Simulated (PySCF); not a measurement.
H₄AsSi (SMILES [SiH2][AsH2]), doublet, at the geometry of the source list. Base run: CAMB3LYP/6-31G (PySCF).

Here is a job for PySCF.
```python
from pyscf import gto, scf, dft

mol = gto.Mole()
mol.atom = '''
    Si   -1.03550000   -0.13270000    0.44430000
    As    1.28880000    0.12410000    0.73650000
    H    -1.68440000    1.10550000   -0.02080000
    H    -1.42950000   -1.15050000   -0.54920000
    H     1.52670000   -1.01960000   -0.19900000
    H     1.33390000    1.07330000   -0.41170000
'''
mol.basis = '6-31g'
mol.spin = 1
mol.verbose = 4
mol.build()

mf = dft.UKS(mol)
mf.xc = 'camb3lyp'
mf.kernel()
```

The base run was repeated with changes; each row names its change, and settings that it needs were set with it.

| change | ΔE vs base (mEh) | SCF cycles | <S^2> |
|---|---|---|---|
| base | 0.000 | 10 | 0.752 |
| init_guess = 1e | 0.000 | 32 | 0.752 |
| init_guess = vsap | 0.000 | 10 | 0.752 |
| diis_space = 2 | 0.000 | 15 | 0.752 |
| diis_space = 20 | 0.000 | 10 | 0.752 |
| solver = newton | 0.000 | - | 0.752 |
| conv_tol = 1e-12 | 0.000 | 15 | 0.752 |
| diis = off (with mf.max_cycle = 100) | 0.000 | 47 | 0.752 |
| level_shift = 0.3 (with mf.max_cycle = 100) | 0.000 | 16 | 0.752 |
| conv_tol_grad = 1e-7 | 0.000 | 14 | 0.752 |
| damp = 0.5; diis_start_cycle = 5 | 0.000 | 11 | 0.752 |
| diis_space = 4 | 0.000 | 11 | 0.752 |
| diis = off; damp = 0.6 (with mf.diis_start_cycle = 200; with mf.max_cycle = 150) | 0.000 | 32 | 0.752 |

Open shells are given as the SCF converged; they aren't shown to be the lowest states, and a large step between rows can be another state.
